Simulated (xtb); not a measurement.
Se(Cl)(SMe) (CH₃ClSSe), SMILES CS[Se]Cl. All values are semi-empirical tight-binding results from xtb (GFN2-xTB unless named), good for trends rather than for accurate numbers. The structure is a stationary point at GFN2-xTB. The structure was generated by enumeration, and PubChem lists no compound with its InChIKey, so it may never have been made. One conformer was computed; it need not be the lowest.

| Quantity | Result |
|---|---|
| orbital gap | 3.08 eV |
| zero-point energy | 24.6 kcal/mol |
| G − E(el) at 298.15 K (modified RRHO) | 4.3 kcal/mol |
| static polarisability (D4 model) | 75.8 bohr³ |
| solvation energy, GFN2-xTB/ALPB(water) | -0.3 kcal/mol |
| solvation energy, GFN2-xTB/ALPB(dmso) | -5.5 kcal/mol |
